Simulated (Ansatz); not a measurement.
C2H7FGeOS, SMILES `C[O][GeH]([F])[S]C`, relaxed with RKS PBE0-D4/def2-TZVP in the Gaussian-basis code of Ansatz from a GFN2-xTB geometry. The force threshold is 0.005 eV/Å; the program also tests the step.

The species carries charge 0 and has multiplicity 1.

Start:

```xyz
13

C     2.609   -0.249   -0.036
O     1.771    0.863    0.230
Ge    0.042    0.964    0.304
F    -0.507    0.295    1.871
S    -0.979   -0.264   -1.235
C    -2.598   -0.564   -0.439
H     3.545    0.144   -0.434
H     2.808   -0.799    0.886
H     2.164   -0.927   -0.767
H    -0.136    2.441    0.531
H    -2.450   -0.917    0.575
H    -3.079   -1.331   -1.036
H    -3.190    0.344   -0.450
```

**Question.** How much energy does the relaxation release, and in how many steps? (Best estimate.)

**Answer.** Ansatz gave: 0.13 eV, in 16 steps.

**Question.** Which bonds change most? (An estimate is asked.)

**Answer.** Ansatz gave: Ge3–F4 from 1.790 to 1.744 Å; Ge3–H10 from 1.504 to 1.529 Å; Ge3–S5 from 2.218 to 2.195 Å; O2–Ge3 from 1.733 to 1.752 Å.

**Question.** Give the relaxed structure. (Best estimate.)

**Answer.** The calculation gave: 
```xyz
13

C     2.525   -0.241   -0.024
O     1.796    0.970    0.060
Ge    0.062    0.961    0.306
F    -0.286    0.170    1.822
S    -0.912   -0.251   -1.245
C    -2.506   -0.535   -0.417
H     3.546    0.013   -0.313
H     2.549   -0.758    0.940
H     2.107   -0.920   -0.776
H    -0.388    2.413    0.467
H    -2.360   -0.982    0.563
H    -3.055   -1.230   -1.052
H    -3.079    0.388   -0.331
```
